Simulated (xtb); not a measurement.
A run for xtb: GFN1-xTB on C2H2 (SMILES C#C).

```
$ xtb mol.xyz --gfn 1 --sp --chrg 0 --uhf 0
4

C     -0.35763048     0.50946882     3.80432734
C      0.34636870    -0.45511777     3.72008459
H     -0.98218368     1.36615916     3.88301038
H      0.97101078    -1.31212242     3.64506894
```

**Question.** Predict the final total energy.

**Answer.** -5.2160 hartree.
